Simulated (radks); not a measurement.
Results of a calculation; reference values are marked as such.
The oxygen anion O2-, [Ne], held by a Watson sphere: a shell of charge +2 at radius R that stands for the Madelung well of a crystal (potential energy -2/R inside, -2/r outside, in hartree with lengths in bohr). Code: a radial shooting solver on a logarithmic mesh with Libxc functionals. Model: scalar-relativistic Kohn-Sham, LDA (Slater exchange, Perdew-Wang correlation), spin-unpolarised, spherical densities, finite nucleus; Fermi nuclear charge, rms radius of each element as measured or else 0.836 A^(1/3) + 0.57 fm. Response by self-consistent Sternheimer equations with the Hartree and adiabatic LDA kernel, the relativistic mass of each level held fixed and spin-orbit coupling left out. The sphere does not respond.

| R (bohr) | e(1s) (eV) | e(2s) (eV) | e(2p) (eV) | <r> 2p (bohr) | sum of <r^2> (bohr^2) | X-ray form factor at sin(theta)/lambda = 0.3 1/angstrom | alpha (bohr^3) |
|---|---|---|---|---|---|---|---|
| 1.85 | -504.64 | -22.614 | -8.434 | 1.455 | 20.68 | 4.199 | 12.62 |
| 1.9 | -504.65 | -22.373 | -8.245 | 1.467 | 21.03 | 4.181 | 13.26 |
| 1.96 | -504.65 | -22.093 | -8.023 | 1.481 | 21.45 | 4.162 | 14.08 |
| 2.11 | -504.61 | -21.439 | -7.492 | 1.517 | 22.51 | 4.123 | 16.34 |
| 2.76 | -504.08 | -19.249 | -5.580 | 1.655 | 27.07 | 4.049 | 30.45 |
| 3.29 | -503.53 | -18.057 | -4.434 | 1.756 | 30.93 | 4.040 | 49.33 |
| 3.33 | -503.49 | -17.983 | -4.360 | 1.763 | 31.23 | 4.040 | 51.12 |
| 3.42 | -503.41 | -17.823 | -4.199 | 1.779 | 31.92 | 4.040 | 55.35 |
| 3.74 | -503.11 | -17.324 | -3.687 | 1.835 | 34.43 | 4.041 | 73.18 |
